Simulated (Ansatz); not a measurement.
SiHMe2(NMe2) (C₄H₁₃NSi). Charge 0, multiplicity 1. Geometry PBE-D4/def2-SVP.

```xyz
19

Si   -0.212    0.918   -0.044
H    -0.735    1.847    1.026
C     1.532    1.502   -0.509
H     2.209    1.476    0.369
H     1.517    2.545   -0.891
H     1.973    0.857   -1.297
C    -1.320    0.978   -1.572
H    -1.428    2.028   -1.913
H    -2.333    0.582   -1.354
H    -0.893    0.399   -2.417
N    -0.263   -0.694    0.659
C     0.219   -0.907    2.008
C    -0.310   -1.897   -0.143
H    -0.400   -1.668    2.540
H     0.163    0.033    2.594
H     1.280   -1.267    2.051
H    -0.739   -1.691   -1.144
H     0.694   -2.369   -0.300
H    -0.955   -2.673    0.336
```

B3LYP takes the VWN-RPA correlation.

**Question.** Estimate the orbital energies around the gap (eV) in Ansatz with HF/def2-TZVP, PBE-D4/def2-SVP, r2SCAN-D4/def2-TZVP, B3LYP-D4/6-31G, PBE0-D4/def2-TZVP.

**Answer.** 
```csv
orbital,HF/def2-TZVP,PBE-D4/def2-SVP,r2SCAN-D4/def2-TZVP,B3LYP-D4/6-31G,PBE0-D4/def2-TZVP
HOMO−13,-18.41,-12.24,-12.77,-13.79,-14.08
HOMO−12,-16.69,-10.90,-11.37,-12.18,-12.56
HOMO−11,-16.44,-10.65,-11.19,-11.98,-12.44
HOMO−10,-16.01,-10.43,-10.90,-11.83,-12.11
HOMO−9,-15.16,-9.77,-10.25,-11.06,-11.40
HOMO−8,-14.81,-9.48,-9.95,-10.77,-11.08
HOMO−7,-14.60,-9.30,-9.77,-10.59,-10.90
HOMO−6,-14.54,-9.26,-9.72,-10.53,-10.85
HOMO−5,-14.41,-9.06,-9.52,-10.30,-10.66
HOMO−4,-13.77,-8.64,-9.05,-9.83,-10.16
HOMO−3,-12.86,-7.93,-8.32,-9.04,-9.40
HOMO−2,-12.08,-7.33,-7.73,-8.54,-8.75
HOMO−1,-11.87,-7.27,-7.62,-8.38,-8.65
HOMO,-9.30,-4.60,-5.00,-5.40,-6.06
LUMO,3.45,0.68,0.85,1.91,0.95
LUMO+1,3.96,1.09,1.08,2.06,1.33
LUMO+2,4.24,1.47,1.43,2.41,1.68
LUMO+3,4.79,1.77,1.91,3.25,2.13
LUMO+4,5.20,1.94,2.13,3.34,2.30
LUMO+5,5.40,2.22,2.26,3.62,2.48
```
